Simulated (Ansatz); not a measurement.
Isolated molecules relaxed with PBE0-D4/def2-TZVP in Ansatz; ΔE leaves out vibrations. CCSD(T)/CBS adds triple-zeta CCSD(T) − MP2 to the extrapolated MP2 energy (def2 sets, frozen cores). Functionals use def2-TZVPP. B3LYP here is the variant with VWN-RPA as its local correlation; programs differ in this. Elements past krypton have def2 core potentials. For Ga, Ge, Te outer-core shells are correlated without core-valence functions, which leaves a few kJ/mol of doubt a bond. Scalar relativity is left out up to krypton. One conformer a species, not always the lowest.

Reaction (formal exchange of groups at a Te–B bond): `C[B]([GaH2])[TeH]` + `C[O][GeH3]` → `[GeH3][O]C[TeH]` + `C[BH][GaH2]`

`C[B]([GaH2])[TeH]`:

Cartesian coordinates in Å:
```
C -1.213 0.105 0.579
B 0.115 0.162 -0.252
Ga 1.768 -1.031 0.194
Te 0.311 1.476 -1.911
H -1.003 0.329 1.633
H -1.610 -0.917 0.576
H -2.004 0.778 0.241
H 1.945 -2.475 -0.418
H 2.908 -0.560 1.177
H -1.216 2.133 -1.819
```

`C[O][GeH3]`:

Cartesian coordinates in Å:
```
C 1.298 -0.383 -0.232
O -0.013 -0.514 -0.723
Ge -1.314 0.328 0.151
H 1.962 -0.958 -0.881
H 1.400 -0.773 0.790
H 1.640 0.661 -0.235
H -1.360 -0.191 1.602
H -2.591 -0.011 -0.622
H -1.021 1.841 0.149
```

`[GeH3][O]C[TeH]`:

Z-matrix (Å, degrees):
```
Ge
O 1 1.791
H 1 1.540 2 108.4
H 1 1.529 2 104.5 3 -120.2
H 1 1.540 2 108.5 3 119.6
C 2 1.390 1 117.9 3 -59.5
Te 6 2.154 2 111.5 1 179.0
H 6 1.095 2 113.0 1 59.6
H 6 1.097 2 112.9 1 -64.2
H 7 1.658 6 93.1 2 -77.0
```

`C[BH][GaH2]`:

```xyz
9

C    -0.081    1.017    1.010
B    -0.560    0.193   -0.220
Ga    0.418   -1.441   -1.052
H    -0.900    1.413    1.618
H     0.392    1.905    0.556
H     0.669    0.558    1.656
H    -1.560    0.584   -0.769
H     1.553   -1.298   -2.141
H     0.069   -2.931   -0.660
```

| level | ΔE (kcal/mol) | difference from CCSD(T)/CBS |
| --- | --- | --- |
| r2SCAN-D4 | 29.2 | -0.2 |
| PBE0-D4 | 29.5 | 0.1 |
| B3LYP-D4 | 27.5 | -1.9 |
| ωB97X-V | 27.5 | -1.9 |
| ωB97M-V | 27.5 | -1.9 |
| B2PLYP | 28.2 | -1.2 |
| PBE | 28.5 | -0.9 |
| B3LYP | 26.6 | -2.8 |
| MP2/def2-QZVPP | 30.5 | 1.1 |
| CCSD/CBS(def2) | 28.7 | -0.7 |
| CCSD(T)/CBS | 29.4 | 0 |

Largest T1 diagnostic among the species: 0.014.

The D4 term adds +0.9 kcal/mol with B3LYP and +0.5 kcal/mol with PBE0; it sums over pairs of atoms, weighted by their polarisabilities, and B3LYP, whose exchange is more repulsive, gets the larger term. In def2-TZVPP, CCSD(T) changes the Hartree–Fock value by +3.0 kcal/mol (the triples alone add +0.7 kcal/mol) and MP2 by +4.2 kcal/mol.
